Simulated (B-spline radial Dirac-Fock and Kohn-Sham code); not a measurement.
# Relativistic shifts of the levels of V³⁺

System: the V³⁺ ion, configuration [Ar] 3d2.

Both columns are ΔSCF binding energies of the configuration average from a radial B-spline solver: non-relativistic Hartree-Fock with a point nucleus, and Dirac-Fock with a finite nucleus and the Coulomb interaction alone, averaged over the two j levels with weights 2j+1.

```
shell  Hartree-Fock (eV)  Dirac-Fock (eV)  shift (eV)  shift (%)
   1s             5484.2           5523.2      +38.90      +0.71
   2s              673.2            680.9       +7.67      +1.14
   2p              567.1            568.1       +1.00      +0.18
   3s              118.4            119.6       +1.16      +0.98
   3p              86.51            86.66       +0.15      +0.17
   3d              44.75            44.52       -0.24      -0.53
```

Relativity binds 1s, 2s, 2p, 3s, 3p more strongly, among those listed most of all 2s in relative terms, and 3d more weakly, because the contracted s and p shells screen the nucleus better.

Values without a named source are computed, but for edge energies of neutral atoms, which are taken from tables.
